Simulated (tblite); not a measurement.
Species: C5H7AlFN.
Atom-mapped SMILES: `[F:1][c:2]1[cH:3][cH:4][cH:5][n+:6]([AlH3-:7])[cH:8]1` (hydrogens: H9 on C3; H10 on C4; H11 on C5; H12, H13, H14 on Al7; H15 on C8)

Level: GFN2-xTB in tblite, geometry and Hessian alike; calculated harmonic values, unscaled, isolated species. This tight-binding method is rough: wavenumbers can miss measured ones by several per cent, in bad cases by 10 to 20. Modes of hydrogen on aluminium can be 10 to 20 % off.

Harmonic wavenumbers (cm⁻¹): 48.7, 84.2, 114.9, 223.3, 262.2, 374.4, 375.5, 429.2, 433.1, 491.4, 504.1, 623.2, 674.2, 751.2, 768.9, 779.1, 793.1, 846.1, 894.5, 907.8, 924.7, 1006.6, 1079.5, 1115.2, 1162.0, 1217.8, 1243.9, 1314.1, 1410.2, 1442.6, 1573.9, 1575.6, 1635.0, 1647.5, 1669.1, 3042.6, 3077.2, 3104.7, 3114.2.

A = 3512, B = 1118, C = 859.3 MHz; mass 127.038 u (most abundant isotopes); point group C1, symmetry number 1.

Zero-point energy?

Half the sum of the wavenumbers: 21368 cm⁻¹ = 255.62 kJ/mol.

Give the ideal-gas entropy at 200 K and 1 bar in the rigid-rotor, harmonic-oscillator model (classical rotation).

Translation 160.97, rotation 116.13, vibration 61.29: S = 338.4 J/(mol K).

And Cp and H(200 K) − H(0)?

Cp = 104.85 J/(mol K), of which vibrations give 71.59 (their classical limit is 39 R = 324.3); H(200 K) − H(0) = 13.42 kJ/mol without the zero-point energy, 6.77 from vibrations.

Which modes carry the vibrational entropy at 200 K?

48.7 cm⁻¹: 17.08; 84.2 cm⁻¹: 12.61; 114.9 cm⁻¹: 10.13; 223.3 cm⁻¹: 5.21; 262.2 cm⁻¹: 4.17; 374.4 cm⁻¹: 2.21 J/(mol K); the other 33 give 9.89 together.

Blend soft modes into free rotors: weight 1/[1 + (100 cm⁻¹/ν̃)⁴] for the oscillator and the rest for a rotor with moment μB/(μ + B), μ = h/(8π²ν), B = 10⁻⁴⁴ kg m². What vibrational entropy results?

56.63 J/(mol K) in place of 61.29, which changes −T·S at 200 K by +0.93 kJ/mol.

How do the functions run with temperature in this model?

```
 T (K)  S (J/(mol K))  Cp (J/(mol K))  H − H(0) (kJ/mol)  G − H(0) (kJ/mol)  ln q(vib)
   150          311.3            84.8               8.68             -38.01       2.30
   250          364.0           125.3              19.17             -71.83       4.33
298.15          387.7           144.5              25.67             -89.93       5.35
   400          435.5           181.4              42.32            -131.87       7.55
   600          519.9           234.7              84.34            -227.63      11.91
   900          624.7           280.5             162.35            -399.93      18.10
```

q(vib) and H(0) count from the zero-point level.

Hindered rotation and anharmonicity are outside this model.
